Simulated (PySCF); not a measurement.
**Correlation energy of Sc⁺ (scandium, charge +1)**

[Ar] 4s2, closed-shell 1S (an excited configuration). Calculation: PySCF 2.14, in aug-cc-pVDZ; no relativity, point nucleus. Frozen: [Ar]; 2 electrons correlated.

With two correlated electrons CCSD is exact within the correlated space (frozen core and kept virtual orbitals).

```
level  correlation energy (mhartree)
 CCSD                         -33.83
```

Diagnostics: T1 = 0.0093, D1 = 0.0132, largest double amplitude 0.113.

Task: Is a single reference adequate?

Result: Mostly. T1 lies below 0.03, but a double amplitude of this size points to a near-degeneracy that CCSD handles and MP2 describes poorly.
